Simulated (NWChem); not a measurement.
System: C$_{5}$H$_{6}$; SMILES C#CC1CC1

NWChem input:

```
start job
memory heap 200 mb stack 900 mb global 1100 mb
geometry units angstroms noautoz
  C     -0.205944    -2.276874     0.000000
  C      0.148838    -1.117479     0.000000
  C      0.570203     0.257912     0.000000
  C     -0.231865     1.300703    -0.745573
  C     -0.231865     1.300703     0.745573
  H     -0.518313    -3.304423     0.000000
  H      1.656967     0.396014     0.000000
  H     -1.130114     0.957852    -1.264476
  H      0.330135     2.076540    -1.271789
  H      0.330135     2.076540     1.271789
  H     -1.130114     0.957852     1.264476
end
basis spherical
  C library 6-31g*
  H library 6-31g*
end
dft
  xc hfexch
  iterations 150
  vectors input atomic output neutral.movecs
end
task dft energy
charge 1
dft
  odft
  mult 2
  vectors input atomic output cation.movecs
end
task dft energy
```

Output (shortened):

```
             Northwest Computational Chemistry Package (NWChem) 7.3.0
             --------------------------------------------------------

 CS  symmetry detected

                             Geometry "geometry" -> ""
                             -------------------------

 Output coordinates in angstroms (scale by  1.889725989 to convert to a.u.)

  No.       Tag          Charge          X              Y              Z
 ---- ---------------- ---------- -------------- -------------- --------------
    1 C                    6.0000    -0.20576751     2.27509518     0.00000000
    2 C                    6.0000     0.15126081     1.11638995     0.00000000
    3 C                    6.0000     0.57529062    -0.25818184     0.00000000
    4 C                    6.0000    -0.22475487    -1.30252534    -0.74557300
    5 C                    6.0000    -0.22475487    -1.30252534     0.74557300
    6 H                    1.0000    -0.52012739     3.30203685     0.00000000
    7 H                    1.0000     1.66232023    -0.39417735     0.00000000
    8 H                    1.0000    -1.12366665    -0.96141585    -1.26447600
    9 H                    1.0000     0.33874770    -2.07727169    -1.27178900
   10 H                    1.0000     0.33874770    -2.07727169     1.27178900
   11 H                    1.0000    -1.12366665    -0.96141585     1.26447600

 Effective nuclear repulsion energy (a.u.)     147.1635209669

      Symmetry information
      --------------------

 Group name             Cs
 Group number              2
 Group order               2
 No. of unique centers     8

  xc_inp: hfexch multiplicative factor not found.

                                 NWChem DFT Module
                                 -----------------

 Summary of "ao basis" -> "ao basis" (spherical)
 ------------------------------------------------------------------------------
       Tag                 Description            Shells   Functions and Types
 ---------------- ------------------------------  ------  ---------------------
 C                           6-31g*                  6       14   3s2p1d
 H                           6-31g*                  2        2   2s

      Symmetry analysis of basis
      --------------------------

        a'         52
        a"         30

            General Information
            -------------------
          SCF calculation type: DFT
          Wavefunction type:  closed shell.
          No. of atoms     :    11
          No. of electrons :    36
           Alpha electrons :    18
            Beta electrons :    18
          Charge           :     0
          Spin multiplicity:     1
          Use of symmetry is: on ; symmetry adaption is: on
          Maximum number of iterations: 150
          AO basis - number of functions:    82
                     number of shells:    42
          Convergence on energy requested:  1.00D-06
          Convergence on density requested:  1.00D-05
          Convergence on gradient requested:  5.00D-04

              XC Information
              --------------
                     Hartree-Fock (Exact) Exchange  1.000

      Superposition of Atomic Density Guess
      -------------------------------------

 Sum of atomic energies:        -191.29066598

      Non-variational initial energy
      ------------------------------

 Total energy =    -194.592390
 1-e energy   =    -546.647282
 2-e energy   =     204.891371
 HOMO         =      -0.281648
 LUMO         =       0.068412

      Symmetry analysis of molecular orbitals - initial
      -------------------------------------------------

  Numbering of irreducible representations:

     1 a'          2 a"

  Orbital symmetries:

     1 a'          2 a'          3 a'          4 a"          5 a'
     6 a'          7 a'          8 a'          9 a"         10 a'
    11 a'         12 a'         13 a'         14 a"         15 a"
    16 a'         17 a'         18 a"         19 a'         20 a"
    21 a'         22 a'         23 a'         24 a"         25 a'
    26 a"         27 a"         28 a'

   convergence    iter        energy       DeltaE   RMS-Dens  Diis-err
 ---------------- ----- ----------------- --------- --------- ---------
 d= 0,ls=0.0,diis     1   -192.6699229016 -3.40D+02  8.11D-03  3.04D-01
 d= 0,ls=0.0,diis     2   -192.7232825914 -5.34D-02  2.74D-03  2.77D-02
 d= 0,ls=0.0,diis     3   -192.7272740292 -3.99D-03  1.04D-03  6.76D-03
 d= 0,ls=0.0,diis     4   -192.7281886212 -9.15D-04  1.84D-04  4.65D-04
 d= 0,ls=0.0,diis     5   -192.7282484392 -5.98D-05  6.77D-05  1.33D-05
  Resetting Diis
 d= 0,ls=0.0,diis     6   -192.7282518818 -3.44D-06  1.89D-05  1.44D-06
 d= 0,ls=0.0,diis     7   -192.7282524336 -5.52D-07  8.35D-06  3.48D-07

         Total DFT energy =     -192.728252433612
      One electron energy =     -550.193321132950
           Coulomb energy =      238.314984028471
    Exchange-Corr. energy =      -28.013436296019
 Nuclear repulsion energy =      147.163520966886

 Numeric. integr. density =        0.000000000000

                  Occupations of the irreducible representations
                  ----------------------------------------------

                     irrep           alpha         beta
                     --------     --------     --------
                     a'               13.0         13.0
                     a"                5.0          5.0

                       DFT Final Molecular Orbital Analysis
                       ------------------------------------

[...]
```

Level: Hartree-Fock/6-31G* (spherical d), vertical spin-unrestricted ions. Coordinates come from a PBE0/def2-SVP optimisation.
